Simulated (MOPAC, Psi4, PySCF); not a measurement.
Relaxed torsion scan: SMILES C=Cc1ccc(S)s1. Scanned: dihedral S8–C6–S7–H14; all other coordinates were relaxed at GFN2-xTB. Points at φ and −φ are mirror images. Heavy atoms are numbered in the order of the SMILES C=Cc1ccc(S)s1, hydrogens after them in the order of the atoms that carry them; the mirror image has the same energies with the sign of each dihedral reversed.

- PM3, restricted, heats of formation // GFN2-xTB (MOPAC)
- RHF/6-31G* = PySCF 2.14.0 with restricted Hartree-Fock/6-31G*, spherical d, density fitting // GFN2-xTB
- PM7, restricted, heats of formation // GFN2-xTB (MOPAC)
- PBE-D3(BJ)/def2-SVP // GFN2-xTB (Psi4)

Energies relative to the lowest point of each profile, in kcal/mol; the last columns give the difference from PBE-D3(BJ):

| φ / ° | PM3 | RHF/6-31G* | PM7 | PBE-D3(BJ)/def2-SVP | PM3 − PBE-D3(BJ)/def2-SVP | RHF/6-31G* − PBE-D3(BJ)/def2-SVP | PM7 − PBE-D3(BJ)/def2-SVP |
|---|---|---|---|---|---|---|---|
| -150 | 0.2 | 2.5 | 0.1 | 1.0 | -0.8 | 1.4 | -1.0 |
| -120 | 0.6 | 1.3 | 0.2 | 0.7 | -0.1 | 0.5 | -0.6 |
| -90 | 0.8 | 0.0 | 0.3 | 0.3 | 0.5 | -0.3 | 0.0 |
| -60 | 0.9 | 0.4 | 0.6 | 0.0 | 0.9 | 0.4 | 0.6 |
| -30 | 1.0 | 1.8 | 1.0 | 0.3 | 0.7 | 1.5 | 0.8 |
| 0 | 1.0 | 2.6 | 1.3 | 0.6 | 0.4 | 2.0 | 0.7 |
| 30 | 1.0 | 1.8 | 1.0 | 0.3 | 0.7 | 1.5 | 0.8 |
| 60 | 0.9 | 0.4 | 0.6 | 0.0 | 0.9 | 0.4 | 0.6 |
| 90 | 0.8 | 0.0 | 0.3 | 0.3 | 0.5 | -0.3 | 0.0 |
| 120 | 0.6 | 1.3 | 0.2 | 0.7 | -0.1 | 0.5 | -0.6 |
| 150 | 0.2 | 2.5 | 0.1 | 1.0 | -0.8 | 1.4 | -1.0 |
| 180 | 0.0 | 2.8 | 0.0 | 1.1 | -1.1 | 1.7 | -1.1 |

PM3 is furthest from PBE-D3(BJ)/def2-SVP at 180 (-1.1 kcal/mol, below); its mean absolute difference over the points is 0.6 kcal/mol.

RHF/6-31G* is furthest from PBE-D3(BJ)/def2-SVP at 0 (2.0 kcal/mol, above); its mean absolute difference over the points is 1.0 kcal/mol.

PM7 is furthest from PBE-D3(BJ)/def2-SVP at 180 (-1.1 kcal/mol, below); its mean absolute difference over the points is 0.6 kcal/mol.
